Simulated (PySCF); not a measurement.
C3H2F3, SMILES C=C(F)[C](F)F, multiplicity 2. Atoms are numbered in the order given.

```xyz
8

C     -1.0815    -1.5733     0.0000
C      0.0053    -0.7293     0.0000
F      1.2482    -1.2395     0.0000
C     -0.0444     0.6600     0.0000
F     -1.1806     1.3250     0.0000
F      1.0146     1.4341     0.0000
H     -2.0930    -1.1700     0.0000
H     -0.9234    -2.6513     0.0000
```
Charge 0, spin multiplicity 2.

Coordinates come from a B3LYP-D3(BJ)/def2-SVP optimisation. The isomer is the one that the SMILES or the coordinates give; other isomers of the formula were not compared. One conformer was computed; it need not be the lowest.

The numbers are results of SMD-PBE0/def2-SVP (PySCF), not measurements.

Solvation free energies are E(SMD) − E(gas) at the gas-phase geometry, for 1 M in both phases. In vacuum the dipole moment is 1.21 D.

Question: Rank water, dimethylsulfoxide, 2-propanol by solvation free energy, most negative first.

Answer: 2-propanol (-0.2 kcal/mol), dimethylsulfoxide (0.9 kcal/mol), water (2.9 kcal/mol)
